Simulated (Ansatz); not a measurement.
`[NH2][SnH]([OH])[F]` and `[OH][SnH2][F]` differ in one atom or group.

Ansatz, PBE0-D4/def2-TZVP geometries, multiplicity 1. Each molecule was computed in one conformer, which needn't be the lowest.

Elements past krypton have def2 core potentials.

| property | `[NH2][SnH]([OH])[F]` |
| --- | --- |
| size of the dipole moment (ωB97M-V/def2-TZVPP) / D | 1.30 |
| zero-point energy (PBE0-D4/def2-TZVP) / kJ/mol | 124.0 |
| HOMO energy (PBE/def2-TZVPP) / eV | -6.55 |
| HOMO energy (ωB97M-V/def2-TZVPP) / eV | -10.45 |
| LUMO energy (ωB97M-V/def2-TZVPP) / eV | 1.06 |
| HOMO–LUMO gap (PBE/def2-TZVPP) / eV | 4.77 |

Question: Give the same properties after the change, and the shifts. (Best estimate.)

Answer: The calculation gave: 
```json
{"property": "size of the dipole moment (ωB97M-V/def2-TZVPP) / D", "`[OH][SnH2][F]`": "2.40", "shift": "1.10"}
{"property": "zero-point energy (PBE0-D4/def2-TZVP) / kJ/mol", "`[OH][SnH2][F]`": "75.4", "shift": "-48.6"}
{"property": "HOMO energy (PBE/def2-TZVPP) / eV", "`[OH][SnH2][F]`": "-7.30", "shift": "-0.75"}
{"property": "HOMO energy (ωB97M-V/def2-TZVPP) / eV", "`[OH][SnH2][F]`": "-11.37", "shift": "-0.92"}
{"property": "LUMO energy (ωB97M-V/def2-TZVPP) / eV", "`[OH][SnH2][F]`": "1.00", "shift": "-0.06"}
{"property": "HOMO–LUMO gap (PBE/def2-TZVPP) / eV", "`[OH][SnH2][F]`": "5.69", "shift": "0.92"}
```

With PBE0 the HOMO falls by 0.92 eV and the LUMO rises by 0.15 eV, so the gap widens by about 1.07 eV. PBE moves the HOMO by -0.75 eV and ωB97M-V by -0.92 eV. The zero-point energy changes by -48.6 kJ/mol with -6 modes. Dipoles are sizes alone; their direction can turn.
